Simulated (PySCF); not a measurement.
Compound: C₅H₁₃NO₂Si.
Structure used (GFN2-xTB), in Å, numbered top down from 1:
```xyz
22
C5H13NO2Si angstrom
C     -2.6589   -0.4473    0.9113
C     -1.4499   -0.5176   -0.0116
C     -0.1950    0.0624    0.6702
O     -0.3855    1.3861    1.0005
Si    -0.0158    2.7206    0.1319
C      0.9746   -0.0909   -0.2948
O      1.3267    0.8316   -1.0013
N      1.5415   -1.3096   -0.3235
C      2.6305   -1.6442   -1.2119
H     -2.5147   -1.0839    1.7817
H     -3.5557   -0.7700    0.3883
H     -2.7980    0.5757    1.2503
H     -1.2579   -1.5509   -0.3113
H     -1.6366    0.0754   -0.9086
H      0.0086   -0.4917    1.6002
H      1.3918    3.1002    0.1821
H     -0.5586    2.7185   -1.2236
H     -0.7920    3.6302    0.9806
H      1.2188   -2.0214    0.3121
H      2.8279   -0.7706   -1.8303
H      3.5283   -1.8958   -0.6449
H      2.3596   -2.4873   -1.8492
```

IAO charges (e) from the PBE0/pcSseg-1 density (PySCF), one withheld:

| atom | bonded to | charge |
| --- | --- | --- |
| C1 | C2 H10 H11 H12 | -0.4194 |
| C2 | C1 C3 H13 H14 | -0.2593 |
| C3 | C2 O4 C6 H15 | +0.0532 |
| O4 | C3 Si5 | ? |
| Si5 | O4 H16 H17 H18 | +0.8563 |
| C6 | C3 O7 N8 | +0.4097 |
| O7 | C6 | -0.4840 |
| N8 | C6 C9 H19 | -0.3258 |
| C9 | N8 H20 H21 H22 | -0.3175 |
| H10 | C1 | +0.1337 |
| H11 | C1 | +0.1437 |
| H12 | C1 | +0.1550 |
| H13 | C2 | +0.1277 |
| H14 | C2 | +0.1443 |
| H15 | C3 | +0.1328 |
| H16 | Si5 | -0.1498 |
| H17 | Si5 | -0.1554 |
| H18 | Si5 | -0.1668 |
| H19 | N8 | +0.2719 |
| H20 | C9 | +0.1821 |
| H21 | C9 | +0.1490 |
| H22 | C9 | +0.1487 |

(1) What is the charge on O4?

(2) Add each hydrogen's charge to the atom that carries it.

(3) Across which bond do the charges differ most?

(4) Take the bonds between elements whose Pauling electronegativities differ by more than 0.25. In how many does the more electronegative atom carry the lower charge?

(5) How much positive and how much negative charge does this set hold in all?

Results:

(1) The charges add up to the total charge, 0. The others sum to +0.6301, which leaves -0.6301 e for O4 (silyl ether oxygen).

(2) C1 +0.0130, C2 +0.0127, C3 +0.1860, Si5 +0.3843, N8 -0.0539, C9 +0.1623. Atoms without hydrogen keep their charges.

(3) Si5–O4: +0.8563 on Si5 against -0.6301 on O4, a difference of 1.4864 e. The lower charge is on the more electronegative element of the two (Pauling values: O 3.44, Si 1.90).

(4) In 18 of 18.

(5) +2.9081 e on 13 atoms and -2.9081 e on 9.

The IAO scheme projects the occupied orbitals on a minimal set of polarised atomic orbitals and counts the electrons in each atom's part of it. The structure is a single GFN2-xTB conformer in the gas phase; no vibrational or solvent corrections.

The run behind these numbers computed NMR shieldings as well. On an Arm Neoverse V1 with one thread, shared host with 32 logical CPUs at a one-minute load of 30, this took 67 s (grids of density and orbitals included) and 1.0 GiB of memory at its peak.
